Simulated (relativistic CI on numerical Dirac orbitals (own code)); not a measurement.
Tm XXXVII: sensitivity of the levels to the model

Base calculation: Dirac-Coulomb-Breit CI, orbitals from a KLI potential per configuration, model QED, unscaled Slater integrals.

CI space (outside the closed core [Ar] 3d10): 4s²4p³, 4s4p⁴, 4s²4p²4d, 4p⁵, 4s4p³4d, 4s²4p²4f, 4s4p³4f, 4p⁴4d, 4s4p²4d², 4s²4p4d4f, 4p⁴4f, 4s²4p4d², 4s²4d³, 4s4p4d³, 4s²4d²4f, 4s4p4d²4f, 4p³4d², 4p²4d³, 4p²4d²4f. Double excitations out of closed p, d and f shells are left out; levels of such configurations are missing from the list, as are those of other unlisted configurations, and high levels can miss mixing partners.

Variants: (1) valence Slater integrals scaled by 0.9; (2) configuration mixing switched off; (3) only the first 3 configurations. Shifts of the energy above 4s²4p³ ²P°3/2, in cm⁻¹, for the lowest level and the first level of each name with at least 55 % of one term (blank where a level changes its place among those of its configuration and J or its character, or is not in the variant):

```tsv
Level	Base	Δ(1)	Δ(2)	Δ(3)
4s²4p³ ²P°3/2	0	0	0	0
4s²4p³ ²D°5/2	519488	+947	+4278	+4278
4s²4p³ ²P°1/2	571977	-4082	+5749	+5749
4s4p⁴ ⁴P5/2	1140589	+13439	+40257	-9285
4s²4p²4d ⁴D1/2	1572852	+9894	+9739	+176
4s²4p²4d ²G9/2	1727204	+5390	+1335	+1335
4s²4p²4d ⁴F9/2	2229072	+7686	+5005	+5005
```

At this charge energies of transitions that change n are usually good to better than 1 %, and those within a shell (Δn = 0) to a few per cent.

Ionisation energy from the two ground configurations alone: base 1591.02 eV. The NIST ASD value (theoretical) is 1591 eV.

LS names give the leading component of a level, which can be under half, so a name can repeat, a term be missing and a line seem to break the LS rules.
